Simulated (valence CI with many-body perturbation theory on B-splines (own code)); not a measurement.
E1 transitions of Sr5+

Computed by valence CI with perturbative core correlation (CI+MBPT): five valence electrons over a frozen Dirac-Fock core [Ar] 3d10, a basis of 11 s, 11 p, 10 d, 8 f, 5 g, 2 h functions for each j, with the one-electron correlation potential Σ1, the two-electron term Σ2, the three-electron term Σ3, Breit, model QED; selected CI, second order for the rest, scaled by the run's own slope (own B-spline code, finite nucleus).

Against 20 measured levels this calculation errs by 110 cm⁻¹ on average and by 299 at most. These come from a selection out of Sansonetti, J. Phys. Chem. Ref. Data 41, 013102 (2012). Levels without a partner in it may be off by more. Among the levels kept, up to 3300 cm⁻¹ of a level comes from second order outside the variational space, and about a tenth of that is noise between levels of different J, which matters for small intervals.

Lines 151 to 200 of 600 in falling wavelength, among levels below 485520 cm⁻¹, chosen from the strongest by gf and those to the six lowest levels. Wavelengths and rates use the calculated energies, so an error of 100 cm⁻¹ moves a line at 684.1 Å by 0.068 % and its rate by three times that or more. Electric multipoles are in the length gauge, E1 and E2 with the static RPA response of the core. Weak lines are less certain than strong ones. Lines between different terms over intervals too small for the method are left out, as are lines whose strength nearly cancels. Where a level lies close to another of its J and parity, the split of strength between their lines is uncertain. The highest levels of a list are the least certain.

Names give the largest LS component (configuration and term), which can be under half, so a name can repeat, a term be missing and a line seem to break the LS rules; names also repeat where a configuration has a term twice. Letters in brackets count levels of one name in rising energy.

```
λ vac (Å)  λ from measured levels                   Upper                  Lower   A (s⁻¹)  S (a.u.) with core polarisation  S without
    711.1                               4s.4p3.4d 2G°_7/2      4s2.4p2.4d 2G_9/2  1.47e+09                         2.08e+00   2.06e+00
    710.2                          4s2.4p2.5p 2D°_3/2 [a]      4s2.4p2.4d 4D_3/2  6.05e+08                         4.28e-01   4.24e-01
    706.9                          4s2.4p2.5p 2D°_3/2 [b]      4s2.4p2.4d 4D_5/2  1.23e+09                         8.60e-01   8.44e-01
    704.2                              4s2.4p2.5p 2S°_1/2      4s2.4p2.4d 4F_3/2  1.76e+09                         6.08e-01   5.98e-01
    702.3                          4s2.4p2.5p 2D°_5/2 [b]      4s2.4p2.4d 2G_7/2  6.34e+08                         6.50e-01   6.37e-01
    697.5                              4s2.4p2.5p 4P°_5/2  4s2.4p2.4d 2F_7/2 [b]  1.76e+09                         1.77e+00   1.74e+00
    695.7                          4s2.4p2.5p 2D°_3/2 [a]  4s2.4p2.4d 2F_5/2 [a]  1.79e+09                         1.19e+00   1.17e+00
    693.0                              4s2.4p2.5p 4P°_1/2      4s2.4p2.4d 4D_3/2  1.50e+09                         4.94e-01   4.86e-01
    691.7                          4s2.4p2.4f 2F°_7/2 [b]  4s2.4p2.4d 2D_5/2 [c]  6.86e+08                         8.97e-01   8.81e-01
    689.8                          4s2.4p2.5p 2D°_5/2 [a]  4s2.4p2.4d 2F_7/2 [a]  2.43e+09                         2.36e+00   2.32e+00
    689.7                              4s2.4p2.5p 4P°_1/2      4s2.4p2.4d 4D_1/2  1.54e+09                         5.00e-01   4.93e-01
    688.8                           4s.4p3.4d 2F°_7/2 [a]  4s2.4p2.4d 2D_5/2 [a]  2.63e+08                         3.39e-01   3.83e-01
    687.4                              4s2.4p2.5p 4P°_3/2      4s2.4p2.4d 4D_5/2  8.52e+08                         5.46e-01   5.36e-01
    686.8                              4s2.4p2.5p 4D°_3/2      4s2.4p2.4d 4F_5/2  2.90e+09                         1.85e+00   1.83e+00
    684.1                   683.0           4s.4p4 2D_5/2        4s2.4p3 2P°_3/2  2.70e+08                         2.56e-01   2.92e-01
    683.5                          4s2.4p2.5p 2P°_3/2 [c]  4s2.4p2.4d 2D_5/2 [a]  7.60e+08                         4.79e-01   4.67e-01
    682.3                              4s2.4p2.5p 4D°_7/2  4s2.4p2.4d 2F_7/2 [a]  6.47e+08                         8.12e-01   8.05e-01
    680.9                              4s2.4p2.5p 4D°_5/2      4s2.4p2.4d 4F_7/2  3.33e+09                         3.12e+00   3.07e+00
    678.6                           4s.4p3.4d 4F°_9/2 [a]      4s2.4p2.4d 4F_9/2  3.25e+08                         5.01e-01   5.66e-01
    678.0                              4s2.4p2.5p 4D°_7/2      4s2.4p2.4d 4F_9/2  3.25e+09                         4.00e+00   3.91e+00
    677.2                          4s2.4p2.5p 2D°_5/2 [a]  4s2.4p2.4d 2F_5/2 [a]  4.49e+08                         4.13e-01   4.05e-01
    676.8                           4s.4p3.4d 4D°_1/2 [b]      4s2.4p2.4d 4F_3/2  1.27e+09                         3.90e-01   3.83e-01
    669.3                           4s.4p3.4d 4F°_7/2 [a]      4s2.4p2.4d 4F_7/2  3.10e+08                         3.67e-01   4.14e-01
    668.8                   667.6           4s.4p4 2D_3/2        4s2.4p3 2P°_1/2  1.25e+08                         7.38e-02   8.40e-02
    668.3                          4s2.4p2.4f 2F°_7/2 [a]  4s2.4p2.4d 2F_5/2 [b]  3.88e+08                         4.57e-01   4.49e-01
    666.9                              4s2.4p2.5p 4P°_5/2      4s2.4p2.4d 4D_5/2  5.73e+08                         5.03e-01   4.96e-01
    661.2                          4s2.4p2.5p 2P°_1/2 [c]  4s2.4p2.4d 2D_3/2 [a]  1.13e+09                         3.21e-01   3.13e-01
    660.2                          4s2.4p2.4f 2G°_9/2 [b]  4s2.4p2.4d 2F_7/2 [c]  1.27e+09                         1.81e+00   1.76e+00
    659.9                           4s.4p3.4d 4F°_5/2 [a]      4s2.4p2.4d 4F_5/2  4.92e+08                         4.19e-01   4.60e-01
    656.9                              4s2.4p2.5p 2F°_5/2  4s2.4p2.4d 2F_7/2 [b]  6.53e+08                         5.48e-01   5.37e-01
    653.6                   652.9           4s.4p4 4P_5/2        4s2.4p3 4S°_3/2  7.53e+08                         6.22e-01   7.02e-01
    647.0                              4s2.4p2.5p 2F°_7/2  4s2.4p2.4d 2F_7/2 [b]  3.49e+08                         3.73e-01   3.65e-01
    644.0                              4s.4p3.4d 4G°_11/2      4s2.4p2.4d 4F_9/2  1.84e+08                         2.91e-01   3.70e-01
    639.9                          4s2.4p2.4f 2G°_7/2 [b]  4s2.4p2.4d 2F_5/2 [b]  1.69e+09                         1.75e+00   1.73e+00
    635.7                          4s2.4p2.4f 4F°_5/2 [b]  4s2.4p2.4d 2P_3/2 [b]  4.28e+08                         3.26e-01   3.11e-01
    635.4                           4s.4p3.4d 2F°_5/2 [c]  4s2.4p2.4d 2D_3/2 [c]  1.11e+09                         8.47e-01   8.40e-01
    635.2                          4s2.4p2.4f 2F°_7/2 [b]  4s2.4p2.4d 2F_7/2 [c]  3.26e+08                         3.29e-01   3.57e-01
    629.9                              4s2.4p2.4f 2D°_3/2  4s2.4p2.4d 2P_1/2 [b]  6.35e+08                         3.13e-01   2.95e-01
    627.5                           4s.4p3.4d 4P°_3/2 [b]      4s2.4p2.4d 4P_5/2  6.26e+08                         3.06e-01   3.44e-01
    627.4                   626.6           4s.4p4 4P_3/2        4s2.4p3 4S°_3/2  8.59e+08                         4.19e-01   4.72e-01
    625.7                          4s2.4p2.4f 2F°_7/2 [c]  4s2.4p2.4d 2D_5/2 [c]  2.03e+09                         1.96e+00   1.96e+00
    623.6                              4s2.4p2.4f 2H°_9/2  4s2.4p2.4d 2F_7/2 [c]  1.22e+09                         1.46e+00   1.45e+00
    617.5                          4s2.4p2.4f 2F°_5/2 [b]  4s2.4p2.4d 2D_3/2 [b]  3.95e+08                         2.76e-01   2.74e-01
    617.2                   616.4           4s.4p4 4P_1/2        4s2.4p3 4S°_3/2  9.19e+08                         2.13e-01   2.40e-01
    613.5                          4s2.4p2.4f 2F°_7/2 [a]  4s2.4p2.4d 2D_5/2 [a]  1.22e+09                         1.11e+00   1.07e+00
    609.0                                     4p5 2P°_3/2          4s.4p4 2D_5/2  1.62e+09                         7.21e-01   8.18e-01
    604.7                          4s2.4p2.4f 2G°_9/2 [a]      4s2.4p2.4d 2G_9/2  4.27e+08                         4.66e-01   5.61e-01
    601.4                   600.8           4s.4p4 2D_5/2        4s2.4p3 2D°_5/2  1.33e+09                         8.59e-01   9.69e-01
    596.6                           4s.4p3.4d 4D°_5/2 [c]      4s2.4p2.4d 4P_3/2  4.36e+08                         2.74e-01   2.76e-01
    595.3                   594.6           4s.4p4 2D_3/2        4s2.4p3 2D°_3/2  1.74e+09                         7.24e-01   8.16e-01
```
